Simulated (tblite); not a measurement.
Compound: C6H8FO (doublet state).
SMILES with atom numbers: `[CH2:1]=[C:2]1[CH2:3][C@@H:4]([O:5])[C@H:6]([F:7])[CH2:8]1` (hydrogens: H9, H10 on C1; H11, H12 on C3; H13 on C4; H14 on C6; H15, H16 on C8)
Bond orders are those of one Lewis drawing.

Computed with GFN2-xTB (tblite), gas phase: L-BFGS steps from a force-field or distance-geometry start until the largest atomic force falls under 0.01 eV/Å.

The end geometry, which sets the zero of energy:
```
atom  x, y, z in Å
C1      2.0604    0.3405    0.9034
C2      0.8491    0.1543    0.4095
C3     -0.1182   -0.9077    0.8522
C4     -1.4300   -0.5999    0.0929
O5     -2.3720    0.0079    0.7536
C6     -0.9634    0.2071   -1.1934
F7     -0.5813   -0.6662   -2.1797
C8      0.2319    0.9923   -0.6846
H9      2.4493   -0.2738    1.6962
H10     2.7035    1.1223    0.5380
H11    -0.2962   -0.8735    1.9270
H12     0.2592   -1.8984    0.5926
H13    -1.8428   -1.5348   -0.3570
H14    -1.7847    0.8074   -1.5912
H15    -0.1073    1.9456   -0.2752
H16     0.9348    1.1859   -1.4959
```

Question: These geometries come from the run, each turned onto the end geometry. Order them by energy, lowest first.
A.
```
atom  x, y, z in Å
C1      2.0546    0.3342    0.8991
C2      0.8418    0.1647    0.4059
C3     -0.1131   -0.9136    0.8335
C4     -1.4348   -0.5707    0.0900
O5     -2.3360    0.0726    0.7779
C6     -0.9557    0.1930   -1.2015
F7     -0.5291   -0.7174   -2.1393
C8      0.2194    1.0055   -0.6789
H9      2.4306   -0.2874    1.6910
H10     2.7079    1.1098    0.5437
H11    -0.2808   -0.9198    1.9096
H12     0.2638   -1.8919    0.5304
H13    -1.8780   -1.5255   -0.2773
H14    -1.7585    0.7755   -1.6633
H15    -0.1633    1.9365   -0.2583
H16     0.9235    1.2434   -1.4741
```
B.
```
atom  x, y, z in Å
C1      2.0489    0.3349    0.9008
C2      0.8283    0.1827    0.4148
C3     -0.1121   -0.8998    0.8370
C4     -1.4609   -0.5869    0.0596
O5     -2.3013    0.0839    0.7950
C6     -0.9490    0.1962   -1.1910
F7     -0.5028   -0.7163   -2.1222
C8      0.2150    1.0194   -0.6705
H9      2.4316   -0.3112    1.6668
H10     2.7024    1.1048    0.5406
H11    -0.2928   -0.9087    1.9104
H12     0.2400   -1.8790    0.5228
H13    -1.8601   -1.5764   -0.2781
H14    -1.7501    0.7739   -1.6589
H15    -0.1525    1.9609   -0.2588
H16     0.9079    1.2307   -1.4800
```
C.
```
atom  x, y, z in Å
C1      2.0589    0.3412    0.9041
C2      0.8477    0.1575    0.4077
C3     -0.1154   -0.9145    0.8386
C4     -1.4343   -0.5841    0.1022
O5     -2.3382    0.0759    0.7658
C6     -0.9526    0.1890   -1.1997
F7     -0.5361   -0.7118   -2.1449
C8      0.2208    0.9984   -0.6794
H9      2.4466   -0.2809    1.6923
H10     2.7050    1.1248    0.5467
H11    -0.2725   -0.9089    1.9167
H12     0.2538   -1.8967    0.5386
H13    -1.8902   -1.5088   -0.3274
H14    -1.7703    0.7669   -1.6353
H15    -0.1539    1.9323   -0.2560
H16     0.9232    1.2287   -1.4816
```
D.
```
atom  x, y, z in Å
C1      2.0676    0.3320    0.8946
C2      0.8188    0.1828    0.3927
C3     -0.1450   -0.8977    0.8381
C4     -1.4743   -0.6150    0.0514
O5     -2.2949    0.1252    0.7976
C6     -0.9764    0.1732   -1.1688
F7     -0.5000   -0.7045   -2.1117
C8      0.2121    1.0243   -0.6767
H9      2.4330   -0.3243    1.6768
H10     2.7047    1.1219    0.5389
H11    -0.2861   -0.9165    1.9223
H12     0.2433   -1.8712    0.5258
H13    -1.8303   -1.5953   -0.2986
H14    -1.7366    0.7784   -1.6611
H15    -0.1521    1.9729   -0.2525
H16     0.9085    1.2229   -1.4804
```
E.
```
atom  x, y, z in Å
C1      2.0522    0.3294    0.8959
C2      0.8286    0.1792    0.4098
C3     -0.1229   -0.8966    0.8369
C4     -1.4765   -0.5931    0.0632
O5     -2.2904    0.1023    0.7907
C6     -0.9566    0.1900   -1.1808
F7     -0.5012   -0.7110   -2.1167
C8      0.2041    1.0206   -0.6709
H9      2.4311   -0.3166    1.6692
H10     2.7038    1.1144    0.5399
H11    -0.2892   -0.9133    1.9165
H12     0.2403   -1.8721    0.5255
H13    -1.8450   -1.5932   -0.2917
H14    -1.7436    0.7765   -1.6596
H15    -0.1510    1.9664   -0.2563
H16     0.9087    1.2261   -1.4833
```

Answer: C (0.002 eV), A (0.008 eV), B (0.028 eV), E (0.051 eV), D (0.157 eV).

In the order of the answer:

| step | E above end (eV) | largest force (eV/Å) | rms force component (eV/Å) | rms distance from end (Å) | rms bond change (Å) | bond most changed (Å) |
| --- | --- | --- | --- | --- | --- | --- |
| 26 | 0.002 | 0.02 | 0.009 | 0.043 | 0.001 | C6–F7 -0.001 |
| 14 | 0.008 | 0.09 | 0.033 | 0.053 | 0.004 | C4–C6 -0.014 |
| 4 | 0.028 | 0.22 | 0.077 | 0.062 | 0.013 | C3–C4 +0.041 |
| 2 | 0.051 | 0.46 | 0.139 | 0.065 | 0.013 | C3–C4 +0.042 |
| 0 | 0.157 | 1.70 | 0.489 | 0.069 | 0.021 | C4–C6 -0.053 |

The cost below is that of the whole relaxation. The run took 0.33 s wall on one thread of an Arm Neoverse V1, shared host with 32 logical CPUs at a one-minute load of 25.
